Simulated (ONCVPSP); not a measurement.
**What one change does to a pseudopotential (thallium, ONCV)**

ONCVPSP 4.0.1 input, shortened (lines: element, Z, core and valence counts, functional; n l f; lmax; l rc ep ncon nbas qcut; lloc lpopt rc5 dvloc0; l nproj debl; icmod fcfact rcfact), LDA (Perdew-Wang 92), non-relativistic:

```
  Tl 81.00   10    5  -001012      upf
    1    0    2.00
    2    0    2.00
    2    1    6.00
    3    0    2.00
    3    1    6.00
    3    2   10.00
    4    0    2.00
    4    1    6.00
    4    2   10.00
    4    3   14.00
    5    0    2.00
    5    1    6.00
    5    2   10.00
    6    0    2.00
    6    1    1.00
    2
    0    1.35    0.00    4    9    6.90
    1    1.40    0.00    4    7   11.30
    2    2.15    0.00    4    9    7.40
    4    3    0.95    0.00
    0    2    3.30
    1    3    3.40
    2    2    1.50
    2    0.15    0.90
```

Change: s: qcut 4.9; p: qcut 8; d: qcut 5.3.

Cutoffs: the cutoffs (Ha) at which the residual kinetic energy of the hardest occupied pseudo-wave falls to 1 and 0.1 mHa per electron; they do not see the model core or the augmentation charge, which bear on the density cutoff. Errors are all-electron minus pseudo energies relative to the spin-unpolarised reference configuration.

What does the change do?

The potential gets harder (40 Ha and 120 Ha → 122 Ha and 142 Ha); of the 4 tests that both files solve, the error grows in 3 and shrinks in 0 by more than 15 % and 0.3 meV (median size 0.5 → 1.9 meV); neither file shows a bound ghost.

| quantity | base | changed |
| --- | --- | --- |
| cutoff, loose | 40 Ha | 122 Ha |
| cutoff, tight | 120 Ha | 142 Ha |
| loose cutoff by channel | s 24 Ha, p 40 Ha, d 20 Ha | s 122 Ha, p 28 Ha, d 19 Ha |
| bound ghosts | none | none |
| GHOST(+) flags under 300 eV | s at 94.3 eV | s at 85.9 eV |
| error for 5s2 5p6 5d10 6s2 6p0, meV [ΔE 5.55 eV] | 0.0 | +0.1 |
| error for 5s2 5p6 5d10 6s1 6p0, meV [ΔE 23.80 eV] | -0.7 | -2.3 |
| error for 5s2 5p6 5d10 6s0 6p0, meV [ΔE 50.44 eV] | -4.8 | -16 |
| error for 5s2 5p6 5d10 6s1 6p2, meV [ΔE 5.11 eV] | -0.4 | -1.4 |
| s: phases at 1.37 bohr within 0.05 rad from the reference energy up to (Ha; the scan ends near 5) | 2.8 | 2.4 |
| p: phases at 1.42 bohr within 0.05 rad from the reference energy up to (Ha; the scan ends near 5) | to the end of the scan | to the end of the scan |
| d: phases at 2.19 bohr within 0.05 rad from the reference energy up to (Ha; the scan ends near 5) | to the end of the scan | to the end of the scan |
| rms error of d²Exc/dni dnj with the model core, mHa | 0.52 | 0.71 |
